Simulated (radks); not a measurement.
Results of a calculation; reference values are marked as such.
Orbital eigenvalues (eV) of the krypton ion Kr2+, [Ar] 3d10 4s2 4p4, at several levels of relativity; Dirac values are averaged over j with weights 2j + 1. Spin-unpolarised spherical Kohn-Sham, PBE, point nucleus unless stated (finite: rms radius 4.1884 fm), a radial shooting solver on a logarithmic mesh with Libxc functionals. A level marked "c x" has the speed of light scaled by that factor and shares open shells by 2j + 1; other Dirac levels either fill j = l - 1/2 first or share by 2j + 1.

shell  non-rel.  scalar-rel.  Dirac, low j first  Dirac, c x 10  change of magnitude, last against first (%)
1s       -13925       -14185              -14179         -13928                                        +0.02
2s      -1831.8      -1890.2             -1889.1        -1832.3                                        +0.03
2p      -1659.5      -1674.2             -1673.7        -1659.6                                        +0.01
3s      -279.72      -289.44             -289.19        -279.81                                        +0.03
3p      -218.48      -220.66             -220.53        -218.50                                        +0.01
3d      -108.69      -106.83             -106.66        -108.67                                        -0.02
4s      -45.021      -46.078             -45.997        -45.031                                        +0.02
4p      -30.940      -30.979             -30.923        -30.940                                        0.00
